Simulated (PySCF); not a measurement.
**Scandium: a sound run and one with changed settings**

Sound run: Sc [Ar] 3d1 4s2, Sc+ [Ar] 3d1 4s1. Calculation: PySCF 2.14, in def2-TZVP (6s4p4d1f, 45 functions); no relativity, point nucleus. In the sound run the correlated levels freeze [Ar]. The sound run starts from symmetry-adapted Hartree-Fock orbitals and uses a fine grid where one is needed.

Changed run: scalar relativity by spin-free X2C-1e. This setting is unsound on purpose.

| species | method | sound run (hartree) | changed run (hartree) | converged |
| --- | --- | --- | --- | --- |
| Sc | UHF | -759.72444 | -762.76630 | yes |
| Sc | MN15 | -760.57556 | -763.61213 | yes |
| Sc | B3LYP | -760.63021 | -763.67033 | yes |
| Sc | MP2 | -759.75044 | -762.79251 | yes |
| Sc+ | UHF | -759.52720 | -762.56812 | yes |
| Sc+ | MN15 | -760.32900 | -763.36411 | yes |
| Sc+ | B3LYP | -760.38892 | -763.42779 | yes |
| Sc+ | MP2 | -759.52977 | -762.57074 | yes |

Ionisation energy of Sc:

| method | sound run (eV) | changed run (eV) |
| --- | --- | --- |
| UHF | 5.367 | 5.393 |
| MN15 | 6.709 | 6.749 |
| B3LYP | 6.566 | 6.600 |
| MP2 | 6.005 | 6.035 |
| SCS-MP2 | 6.134 | 6.165 |

Most of the change in total energy is the relativistic energy itself. On top of that the contraction fixes the core shape for the Hamiltonian it was made with, so the changed run is not a good calculation with the other Hamiltonian either.

For comparison, NIST gives 6.561 eV between the lowest levels.
